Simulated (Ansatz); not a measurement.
Ansatz (an electronic-structure program) input (B3LYP-D3(BJ)/def2-TZVP):

Ansatz 0.2 input:
```yaml
crystal:
  periodic: [false, false, false]
  atoms:
    - {symbol: Cl, position_ang: [-0.00000000, -0.00000000, -1.39210320]}
    - {symbol: Br, position_ang: [0.00000000, 0.00000000, 0.67616441]}
basis:
  gaussian:
    orbitals: def2-TZVP
hamiltonian:
  xc: b3lyp
  dispersion: d3bj
total_charge: 1
magnetization: {spin_polarized: true, initial_magnetization: 1}
phonons: {temperatures: {t_min: 298.15, t_max: 298.15, t_step: 100}}
```

Output:

```
Functional definition: B3LYP
integrals: 0.03 GiB planned
582 factors; integrals over basis functions are off by at most 4.0e-4 eV
mean field: 0.39 GiB planned
mean field evaluation 1: about -82557.5224 eV, gradient 1.8e1 eV
mean field evaluation 2: about -82552.6583 eV, gradient 3.4e1 eV
mean field evaluation 4: about -82559.0461 eV, gradient 1.3e0 eV
mean field evaluation 8: about -82559.0987 eV, gradient 6.1e-2 eV
mean field evaluation 16: about -82559.0987 eV, gradient 2.8e-5 eV
mean field -82559.09870041 eV, -3033.9909166729 hartree, gradient 2.8e-5 eV, S^2 0.753297; 1 other end points of the search recorded, 0 dependent functions left out
the calculation of the forces begins
reference -82559.09887309 eV, -3033.9909230188 hartree; 26, 25 occupied and 59, 60 virtual orbitals, 582 factors
these checks for a lower state are left out or cut short: stability, starts, cluster_reference, orbital_swaps, neighbouring_geometries, increment
integrals: 0.03 GiB planned
582 factors; integrals over basis functions are off by at most 4.0e-4 eV
mean field: 0.39 GiB planned
mean field evaluation 32: about -82559.0987 eV, gradient 2.9e-6 eV
mean field -82559.09870041 eV, -3033.9909166731 hartree, gradient 1.7e-6 eV, S^2 0.753297; 0 other end points of the search recorded, 0 dependent functions left out
the calculation of the forces begins
reference -82559.09887309 eV, -3033.9909230189 hartree; 26, 25 occupied and 59, 60 virtual orbitals, 582 factors
these checks for a lower state are left out or cut short: stability, starts, cluster_reference, orbital_swaps, neighbouring_geometries, increment
integrals: 0.03 GiB planned
582 factors; integrals over basis functions are off by at most 4.0e-4 eV
mean field: 0.39 GiB planned
mean field -82559.09870041 eV, -3033.9909166731 hartree, gradient 1.7e-6 eV, S^2 0.753297; 0 other end points of the search recorded, 0 dependent functions left out
the calculation of the forces begins
reference -82559.09887309 eV, -3033.9909230189 hartree; 26, 25 occupied and 59, 60 virtual orbitals, 582 factors
these checks for a lower state are left out or cut short: stability, starts, cluster_reference, orbital_swaps, neighbouring_geometries, increment
integrals: 0.03 GiB planned
582 factors; integrals over basis functions are off by at most 4.0e-4 eV
mean field: 0.39 GiB planned
mean field -82559.09870041 eV, -3033.9909166731 hartree, gradient 1.0e-6 eV, S^2 0.753297; 0 other end points of the search recorded, 0 dependent functions left out
the calculation of the forces begins
reference -82559.09887309 eV, -3033.9909230189 hartree; 26, 25 occupied and 59, 60 virtual orbitals, 582 factors
these checks for a lower state are left out or cut short: stability, starts, cluster_reference, orbital_swaps, neighbouring_geometries, increment
integrals: 0.03 GiB planned
582 factors; integrals over basis functions are off by at most 4.0e-4 eV
mean field: 0.39 GiB planned
mean field -82559.09870041 eV, -3033.9909166731 hartree, gradient 1.0e-6 eV, S^2 0.753297; 0 other end points of the search recorded, 0 dependent functions left out
the calculation of the forces begins
reference -82559.09887309 eV, -3033.9909230189 hartree; 26, 25 occupied and 59, 60 virtual orbitals, 582 factors
these checks for a lower state are left out or cut short: stability, starts, cluster_reference, orbital_swaps, neighbouring_geometries, increment
integrals: 0.03 GiB planned
582 factors; integrals over basis functions are off by at most 4.0e-4 eV
mean field: 0.39 GiB planned
mean field -82559.09862426 eV, -3033.9909138745 hartree, gradient 3.2e-6 eV, S^2 0.753299; 0 other end points of the search recorded, 0 dependent functions left out
the calculation of the forces begins
reference -82559.09879688 eV, -3033.9909202184 hartree; 26, 25 occupied and 59, 60 virtual orbitals, 582 factors
these checks for a lower state are left out or cut short: stability, starts, cluster_reference, orbital_swaps, neighbouring_geometries, increment
integrals: 0.03 GiB planned
582 factors; integrals over basis functions are off by at most 4.0e-4 eV
mean field: 0.39 GiB planned
mean field evaluation 64: about -82559.0986 eV, gradient 8.3e-2 eV
mean field -82559.09863782 eV, -3033.9909143730 hartree, gradient 2.0e-6 eV, S^2 0.753296; 0 other end points of the search recorded, 0 dependent functions left out
the calculation of the forces begins
reference -82559.09881056 eV, -3033.9909207208 hartree; 26, 25 occupied and 59, 60 virtual orbitals, 582 factors
these checks for a lower state are left out or cut short: stability, starts, cluster_reference, orbital_swaps, neighbouring_geometries, increment
integrals: 0.03 GiB planned
582 factors; integrals over basis functions are off by at most 4.0e-4 eV
mean field: 0.39 GiB planned
mean field -82559.09870041 eV, -3033.9909166731 hartree, gradient 1.7e-6 eV, S^2 0.753297; 0 other end points of the search recorded, 0 dependent functions left out
the calculation of the forces begins
reference -82559.09887309 eV, -3033.9909230189 hartree; 26, 25 occupied and 59, 60 virtual orbitals, 582 factors
these checks for a lower state are left out or cut short: stability, starts, cluster_reference, orbital_swaps, neighbouring_geometries, increment
integrals: 0.03 GiB planned
582 factors; integrals over basis functions are off by at most 4.0e-4 eV
mean field: 0.39 GiB planned
mean field -82559.09870041 eV, -3033.9909166731 hartree, gradient 1.7e-6 eV, S^2 0.753297; 0 other end points of the search recorded, 0 dependent functions left out
the calculation of the forces begins
reference -82559.09887309 eV, -3033.9909230189 hartree; 26, 25 occupied and 59, 60 virtual orbitals, 582 factors
these checks for a lower state are left out or cut short: stability, starts, cluster_reference, orbital_swaps, neighbouring_geometries, increment
integrals: 0.03 GiB planned
582 factors; integrals over basis functions are off by at most 4.0e-4 eV
mean field: 0.39 GiB planned
mean field -82559.09870041 eV, -3033.9909166731 hartree, gradient 1.0e-6 eV, S^2 0.753297; 0 other end points of the search recorded, 0 dependent functions left out
the calculation of the forces begins
reference -82559.09887309 eV, -3033.9909230189 hartree; 26, 25 occupied and 59, 60 virtual orbitals, 582 factors
these checks for a lower state are left out or cut short: stability, starts, cluster_reference, orbital_swaps, neighbouring_geometries, increment
integrals: 0.03 GiB planned
582 factors; integrals over basis functions are off by at most 4.0e-4 eV
mean field: 0.39 GiB planned
mean field evaluation 96: about -82559.0987 eV, gradient 2.1e-6 eV
mean field -82559.09870041 eV, -3033.9909166731 hartree, gradient 1.0e-6 eV, S^2 0.753297; 0 other end points of the search recorded, 0 dependent functions left out
the calculation of the forces begins
reference -82559.09887309 eV, -3033.9909230189 hartree; 26, 25 occupied and 59, 60 virtual orbitals, 582 factors
these checks for a lower state are left out or cut short: stability, starts, cluster_reference, orbital_swaps, neighbouring_geometries, increment
integrals: 0.03 GiB planned
582 factors; integrals over basis functions are off by at most 4.0e-4 eV
mean field: 0.39 GiB planned
mean field -82559.09863782 eV, -3033.9909143730 hartree, gradient 2.0e-6 eV, S^2 0.753296; 0 other end points of the search recorded, 0 dependent functions left out
the calculation of the forces begins
reference -82559.09881056 eV, -3033.9909207208 hartree; 26, 25 occupied and 59, 60 virtual orbitals, 582 factors
these checks for a lower state are left out or cut short: stability, starts, cluster_reference, orbital_swaps, neighbouring_geometries, increment
integrals: 0.03 GiB planned
582 factors; integrals over basis functions are off by at most 4.0e-4 eV
mean field: 0.39 GiB planned
mean field -82559.09862426 eV, -3033.9909138745 hartree, gradient 3.2e-6 eV, S^2 0.753299; 0 other end points of the search recorded, 0 dependent functions left out
the calculation of the forces begins
reference -82559.09879688 eV, -3033.9909202184 hartree; 26, 25 occupied and 59, 60 virtual orbitals, 582 factors
Total energy: -82559.16453389 eV, -3033.9933360089 hartree
Atom 0 at    -0.000000    -0.000000    -1.392103 Å, force     0.000000    -0.000000     0.000068 eV/Å
Atom 1 at     0.000000     0.000000     0.676164 Å, force    -0.000000     0.000000    -0.000068 eV/Å
Dipole moment:    -0.000000     0.000000    -0.096896 e Å
Vibrations: 495.88 cm⁻¹, zero-point energy 0.030741 eV
```
